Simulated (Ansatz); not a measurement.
What each rung costs, and what it gives

Saddle point of SiNH$_{8}$OF, singlet (SiNH₅ ([NH2][SiH3]) + H₂O + HF → SiH₃F ([F][SiH3]) + H₂O + NH₃ (still joined by a long Si–N bond); bonds formed: Si1–F7, N2–H8, H6–O9; bonds broken: H6–F7, H8–O9; bonds weakened to dative contacts: Si1–N2), PBE0-D4/def2-TZVP structure:

```
12
angstrom
Si -1.0247 0.4924 -0.6868
N 0.2188 -0.8466 -0.6061
H -1.1621 0.5194 -2.1911
H -2.3905 0.1441 -0.2489
H -0.4459 1.8288 -0.4227
H 0.4271 0.2075 1.5676
F -0.7326 0.3489 1.4331
H 1.1046 -0.4834 0.2854
O 1.5280 -0.1067 1.3365
H 0.5728 -1.0881 -1.5240
H -0.1826 -1.6860 -0.1995
H 2.0872 0.6698 1.2565
```

Barriers are electronic and count from the start structure reached by relaxing down the imaginary mode.

Ansatz 0.2.0; basis: as named in each row; cores frozen in the correlated methods. B3LYP uses VWN-RPA correlation. Extrapolation: Hartree–Fock as exp(−7.88 √X), correlation as X^−2.97.

Times are rough, for one single point on 4 threads of a shared host (Arm Neoverse V2).

The estimate by CCSD(T) at an estimated basis limit (MP2 extrapolated from triple and quadruple zeta, plus CCSD(T) − MP2 in triple zeta) is 0.706 eV.

```tsv
method	basis	time (s)	barrier (eV)	method less estimate
HF	STO-3G	under 1	1.029	0.323
PBE-D4	STO-3G	under 1	-1.260	-1.966
SPW92	def2-SVP	under 1	-0.194	-0.900
B3LYP-D4	6-31G	under 1	0.152	-0.553
PBE-D4	def2-SVP	under 1	0.200	-0.506
PBE0-D4	def2-SVP	under 1	0.367	-0.339
SPW92	def2-TZVPP	1	0.003	-0.703
PBE-D4	def2-TZVPP	2	0.398	-0.308
BLYP-D4	def2-TZVPP	2	0.542	-0.164
B3LYP-D4	def2-TZVPP	2	0.628	-0.078
BHLYP-D4	def2-TZVPP	2	0.776	0.070
PBE0-D4	def2-TZVPP	2	0.533	-0.173
CAM-B3LYP-D4	def2-TZVPP	2	0.594	-0.112
wB97M-V	def2-SVP	3	0.409	-0.297
r2SCAN-D4	def2-TZVPP	3	0.431	-0.274
r2SCAN0-D4	def2-TZVPP	3	0.544	-0.162
CCSD(T)	def2-SVP	4	0.661	-0.045
B2PLYP	def2-TZVPP	4	0.675	-0.031
PBE-QIDH	def2-TZVPP	4	0.619	-0.086
RPA on PBE	def2-TZVPP	4	0.662	-0.044
wB97X-V	def2-TZVPP	6	0.604	-0.102
wB97M-V	def2-TZVPP	6	0.596	-0.110
B97M-V	def2-TZVPP	6	0.647	-0.059
MP2	def2-QZVPP	18	0.644	-0.062
CCSD(T)	def2-TZVPP	120	0.694	-0.012
```

All methods are single points on the PBE0-D4 structures; a negative value means that the method puts the saddle structure below the start.

No T1 diagnostic of these runs exceeds 0.011.

Steps of this kind, hydrogen fluoride cutting a network bond, underlie vapour etching and the fluorination step of atomic layer etching.

Labels in which every atom is bracketed show which atoms are joined, not bond orders.
